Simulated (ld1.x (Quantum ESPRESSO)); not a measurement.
**PBE ultrasoft dataset for As (Z = 33), fully relativistic all-electron reference.**

* Element: arsenic
* Generator: ld1.x (Quantum ESPRESSO) 7.5
* Type: ultrasoft
* Functional: PBE
* Relativity: fully relativistic
* Frozen core: [Ar] 3d10
* Valence charge: 5
* Reference configuration: 4s2 4p3
* Partial waves: 4s (bound): rcut 1.30, rcutus 1.55 bohr; 4s channel at 0.7 Ry: rcut 1.30, rcutus 1.55 bohr; 4p (bound): rcut 1.90, rcutus 2.10 bohr; 4p channel at 0.55 Ry: rcut 1.90, rcutus 2.10 bohr
* Local potential: all-electron potential smoothed inside 1.30 bohr (lloc = -1)
* Core correction: none
* Augmentation charge: PSQ, radius 1.45 bohr

Open shells are filled in proportion to 2j + 1 (rel_dist='average').

All-electron outer shells of the reference configuration (PBE, scalar-relativistic, ld1.x):

```tsv
shell	level (eV)	outermost node (bohr)	outermost maximum (bohr)
3p	-133.68	0.22	0.52
3d	-40.65	–	0.47
4s	-14.49	0.73	1.61
4p	-5.19	0.78	2.00
```

**Question.** Does the generator finish with these settings?

**Answer.** Yes, a potential is produced and its reference levels are reproduced.

**Question.** Estimate the cutoffs (Ry, on a coarse ladder) from which the occupation-weighted sum of valence levels, in a spherical-Bessel basis at the reference potential, stays within 10 and 1 mRy of its value at 400 Ry.

**Answer.** 15 Ry and 21 Ry.

**Question.** Does the potential have ghost states?

**Answer.** No extra level below or beside the all-electron valence levels (s, p1/2, p3/2, d, f tested).

**Question.** Is the overlap operator S = 1 + Σ q|β⟩⟨β| positive definite (Bessel basis up to 400 Ry)?

**Answer.** Yes: its lowest eigenvalue is 0.43 (s channel).

**Question.** Tests: 4s2 4p2; 4s2 4p1; 4s2 4p0; 4s2 4p3.3; 4s1 4p0; 4s1 4p3; 4s0 4p5. Which has the largest error in its energy relative to the reference configuration, and how large is it?

**Answer.** 4s2 4p0, with -56 meV (all-electron minus pseudo) on +54.78 eV.
